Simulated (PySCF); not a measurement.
A geometry optimisation, step by step.

Compound: C5H7NO.
SMILES with atom numbers: `[CH3:1][C:2]#[C:3][C:4](=[O:5])[NH:6][CH3:7]` (hydrogens: H8, H9, H10 on C1; H11 on N6; H12, H13, H14 on C7)

Computed by this run: B3LYP/def2-SVP geometry optimisation, gas phase (PySCF); density fitting, grid level 1; the optimiser is geomeTRIC in internal coordinates, started from a GFN2-xTB structure. The frame can shift and turn from step to step; on so coarse a grid that alone can change the energy by a few meV, and forces under 0.02 eV/Å are noise.

Step 0: E = -8828.2850 eV, largest atomic force 0.675 eV/Å
```
atom  x, y, z in Å  |  force x, y, z in eV/Å
C1      3.252   -0.170    1.039   -0.172   0.087  -0.081
C2      1.904    0.077    0.588    0.545  -0.236   0.290
C3      0.768    0.252    0.232   -0.377   0.288  -0.309
C4     -0.548    0.571   -0.271   -0.059  -0.216   0.172
O5     -0.760    1.472   -1.056   -0.096   0.512  -0.429
N6     -1.512   -0.243    0.230   -0.470  -0.169   0.045
C7     -2.899   -0.106   -0.133    0.211   0.007   0.034
H8      3.700   -0.962    0.440    0.309  -0.300  -0.159
H9      3.848    0.735    0.931    0.377   0.279   0.015
H10     3.249   -0.475    2.085    0.143  -0.130   0.399
H11    -1.255   -0.970    0.877    0.193  -0.128   0.141
H12    -2.970    0.727   -0.831   -0.097   0.209  -0.193
H13    -3.267   -1.014   -0.616   -0.213  -0.276  -0.176
H14    -3.513    0.105    0.745   -0.292   0.074   0.251
```

Step 1: E = -8828.3401 eV, largest atomic force 0.167 eV/Å
```
atom  x, y, z in Å  |  force x, y, z in eV/Å
C1      3.427    0.026    0.865    0.065  -0.060   0.061
C2      2.058    0.257    0.427    0.051   0.053  -0.042
C3      0.929    0.475    0.043   -0.132  -0.051   0.027
C4     -0.418    0.776   -0.445   -0.020   0.125  -0.110
O5     -0.640    1.692   -1.221   -0.009  -0.043   0.049
N6     -1.387   -0.057    0.047    0.141  -0.032   0.043
C7     -2.781    0.069   -0.311   -0.085  -0.010  -0.006
H8      3.900   -0.772    0.267   -0.005   0.018   0.018
H9      4.041    0.935    0.757   -0.024  -0.011  -0.004
H10     3.458   -0.284    1.923    0.025   0.003  -0.025
H11    -1.097   -0.786    0.688   -0.031   0.003  -0.010
H12    -2.871    0.907   -1.015    0.008  -0.006   0.007
H13    -3.160   -0.846   -0.800    0.007   0.015   0.007
H14    -3.411    0.279    0.571    0.009  -0.002  -0.017
```

Step 2: E = -8828.3406 eV, largest atomic force 0.095 eV/Å
```
atom  x, y, z in Å  |  force x, y, z in eV/Å
C1      3.423    0.020    0.866    0.005  -0.021   0.018
C2      2.056    0.261    0.424    0.002   0.028  -0.027
C3      0.925    0.482    0.038    0.036   0.025  -0.008
C4     -0.420    0.787   -0.451   -0.082   0.021  -0.020
O5     -0.658    1.701   -1.225    0.086  -0.017   0.035
N6     -1.380   -0.053    0.046   -0.005  -0.023   0.007
C7     -2.776    0.066   -0.309   -0.035  -0.013   0.003
H8      3.895   -0.778    0.269   -0.003   0.002  -0.002
H9      4.039    0.928    0.760   -0.002   0.003  -0.003
H10     3.454   -0.290    1.924   -0.002   0.002  -0.005
H11    -1.085   -0.780    0.687   -0.010  -0.004  -0.005
H12    -2.870    0.902   -1.014    0.002  -0.001   0.003
H13    -3.152   -0.851   -0.794    0.004   0.000   0.002
H14    -3.405    0.275    0.574    0.004  -0.001   0.001
```

Step 3: E = -8828.3410 eV, largest atomic force 0.076 eV/Å
```
atom  x, y, z in Å  |  force x, y, z in eV/Å
C1      3.424    0.019    0.866   -0.022   0.009  -0.011
C2      2.057    0.265    0.421   -0.017   0.008  -0.013
C3      0.926    0.486    0.037    0.062  -0.025   0.036
C4     -0.420    0.791   -0.451   -0.005   0.011   0.003
O5     -0.646    1.708   -1.223   -0.029  -0.012   0.011
N6     -1.381   -0.050    0.044   -0.022  -0.009  -0.006
C7     -2.780    0.063   -0.307    0.026   0.020  -0.012
H8      3.895   -0.779    0.269   -0.001  -0.006  -0.010
H9      4.041    0.926    0.760    0.011   0.006   0.000
H10     3.455   -0.292    1.923   -0.014   0.000   0.006
H11    -1.087   -0.777    0.684    0.012  -0.006   0.000
H12    -2.879    0.897   -1.013   -0.006   0.008  -0.006
H13    -3.153   -0.856   -0.790    0.004  -0.005  -0.003
H14    -3.407    0.271    0.577    0.002   0.003   0.007
```

Step 4: E = -8828.3411 eV, largest atomic force 0.052 eV/Å
```
atom  x, y, z in Å  |  force x, y, z in eV/Å
C1      3.426    0.022    0.863   -0.004   0.002  -0.003
C2      2.059    0.265    0.421    0.004   0.009  -0.010
C3      0.926    0.483    0.040   -0.006  -0.023   0.023
C4     -0.422    0.785   -0.445    0.049  -0.007   0.017
O5     -0.650    1.702   -1.216   -0.028   0.006   0.001
N6     -1.383   -0.057    0.048   -0.006   0.036  -0.037
C7     -2.779    0.066   -0.309   -0.011  -0.017   0.011
H8      3.896   -0.777    0.266    0.000  -0.002  -0.002
H9      4.042    0.929    0.756    0.004  -0.001   0.000
H10     3.457   -0.288    1.921   -0.002  -0.001   0.002
H11    -1.092   -0.786    0.689    0.004   0.001  -0.006
H12    -2.870    0.902   -1.015    0.003  -0.002   0.003
H13    -3.155   -0.851   -0.795   -0.002  -0.001   0.000
H14    -3.408    0.277    0.573   -0.003  -0.001   0.001
```

Step 5: E = -8828.3412 eV, largest atomic force 0.047 eV/Å
```
atom  x, y, z in Å  |  force x, y, z in eV/Å
C1      3.425    0.020    0.863    0.009  -0.007   0.007
C2      2.059    0.266    0.420    0.019   0.011  -0.008
C3      0.927    0.485    0.040   -0.046   0.003  -0.005
C4     -0.421    0.789   -0.446   -0.020   0.004  -0.007
O5     -0.652    1.706   -1.216    0.021   0.019   0.001
N6     -1.382   -0.054    0.045    0.020  -0.021   0.013
C7     -2.779    0.065   -0.308   -0.002   0.001   0.000
H8      3.894   -0.779    0.265    0.000   0.002   0.005
H9      4.045    0.926    0.757   -0.005  -0.005   0.000
H10     3.454   -0.290    1.920    0.007  -0.001  -0.003
H11    -1.088   -0.783    0.684   -0.005  -0.005  -0.003
H12    -2.876    0.900   -1.014    0.002  -0.003   0.004
H13    -3.154   -0.854   -0.792    0.000   0.003   0.001
H14    -3.406    0.274    0.576   -0.001  -0.001  -0.003
```

Step 6: E = -8828.3413 eV, largest atomic force under 0.02 eV/Å
```
atom  x, y, z in Å  |  force x, y, z in eV/Å
C1      3.425    0.020    0.862   -0.002   0.000  -0.001
C2      2.059    0.267    0.419    0.005   0.005  -0.005
C3      0.926    0.486    0.040   -0.007  -0.002   0.002
C4     -0.421    0.790   -0.446   -0.003   0.000   0.007
O5     -0.652    1.710   -1.213    0.003   0.009   0.003
N6     -1.381   -0.054    0.045   -0.002  -0.009  -0.002
C7     -2.779    0.064   -0.307    0.006   0.002  -0.001
H8      3.893   -0.780    0.265    0.000  -0.001   0.000
H9      4.045    0.925    0.756    0.000  -0.001   0.000
H10     3.454   -0.291    1.919    0.001  -0.001   0.000
H11    -1.087   -0.783    0.683    0.001  -0.004  -0.003
H12    -2.876    0.899   -1.013   -0.001   0.001   0.000
H13    -3.154   -0.855   -0.790    0.000   0.000   0.000
H14    -3.406    0.274    0.577   -0.001   0.000   0.000
```

Q: Summarise the path.

A: The energy falls by 0.0562 eV from step 0 to step 6; nine tenths of that is first reached at step 1. It falls at every step. The largest force goes from 0.675 to under 0.02 eV/Å. Among the bonds C3–C4 changes most, from 1.445 to 1.465 Å; the atoms move by 0.041 Å rms after alignment.

The cost below is that of the whole optimisation. Time: 33 s of wall time; peak memory 0.53 GiB. Hardware: Arm Neoverse V2, one thread (shared host).
